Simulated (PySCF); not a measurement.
Species: C5H9OS (doublet state).
Z-matrix (Å and degrees, GFN2-xTB geometry), rows numbered from 1:
```
C 
C   1  1.4839
S   2  1.7137  1  123.22
C   3  1.8367  2  102.61  1   -37.92
C   4  1.5186  3  109.28  2  -173.00
C   5  1.5016  4  112.24  3  -179.91
O   6  1.1977  5  125.61  4     3.09
H   1  1.0872  2  109.52  3  -175.60
H   1  1.0963  2  111.92  3   -55.68
H   1  1.0915  2  111.70  3    64.51
H   2  1.0753  1  119.65  3   152.70
H   4  1.0893  3  108.64  2    66.26
H   4  1.0897  3  107.88  2   -52.39
H   5  1.0935  4  110.78  3    58.67
H   5  1.0941  4  110.45  3   -59.31
H   6  1.1082  5  113.09  4  -176.97
```

The hyperfine couplings belong to this conformer and change with its torsions.

The species is `[CH](SCCC=O)C` [radical].

The calculation used UKS B3LYP, pcH-1 on C H O S, non-relativistic, mean-field spin-orbit, GIAO in PySCF 2.14.0. The structure is a single GFN2-xTB conformer in the gas phase; no vibrational or solvent corrections. A GFN2-xTB geometry isn't a minimum of the functional, and hyperfine couplings can be far from their values at a DFT geometry. The SCF solution wasn't tested for stability.

Q: Give the principal g shifts and their parts.

A: 
```
                    Δg (ppt)      1      2      3
relativistic mass correction  -0.16  -0.16  -0.16
            gauge correction   0.01   0.03   0.03
   orbital Zeeman/spin–orbit  -0.34   1.68   5.26
                       total  -0.49   1.55   5.13
```

So g = 2.00182, 2.00387, 2.00745 and g_iso = 2.00438; the tensor is rhombic: the two nearest values differ by 36 % of g3 − g1. Axes: g3 points within 7° of the S3–C4 bond.

Q: How much does each term add to the isotropic shift?

A: The orbital-Zeeman/spin–orbit term 2.20, the mass correction -0.16 and the gauge correction 0.03 ppt, for a total of 2.06 ppt. The orbital-Zeeman/spin–orbit term is the largest in size. The mass correction is the same along every axis, so the anisotropy comes from the other two: their spans along these axes are 0.02 (gauge) and 5.60 ppt (orbital Zeeman/spin–orbit).

Q: What are the electron Larmor frequencies g μB B/h along the three axes at 340 mT?

A: 9.5261, 9.5358, 9.5529 GHz for g1, g2 and g3, a range of 26.8 MHz.

Q: At 93.601 GHz, how far is the centre of the isotropic spectrum from where a free electron (g = 2.002319) resonates?

A: B = hν/(g μB) with μB/h = 13.99624 MHz/mT gives 3339.92 mT for the free electron and 3336.48 mT at g_iso, 3.43 mT lower.

Q: In a frozen sample, at which fields do the three g values resonate at 9.5, 34, 94 and 263 GHz (hyperfine left aside), and which band first spreads them over more than twice a line width of 0.3 mT?

A: 
```
band    GHz  B(g3) mT  B(g2) mT  B(g1) mT  spread mT
   X    9.5    338.12    338.72    339.07       0.95
   Q   34.0   1210.10   1212.27   1213.50       3.40
   W   94.0   3345.58   3351.56   3354.98       9.40
   J  263.0   9360.51   9377.25   9386.81      26.30
```

The spread grows in proportion to the frequency. X band is the first where it exceeds 0.6 mT.

The Mulliken spin populations are largest on C2 (+0.84), S3 (+0.15) and C1 (-0.06). The angles at C2 add up to 354.9°, so it is nearly planar; its axial dipolar tensor and the negative coupling of its proton fit spin in a p orbital normal to that plane.

The HOMO–LUMO gaps are 3.63 eV among the α and 5.53 eV among the β orbitals.

The run took 85 s (grids of density and orbitals included) on one thread, Arm Neoverse V1 (aarch64), shared host, and the process peaked at 0.96 GiB of memory.
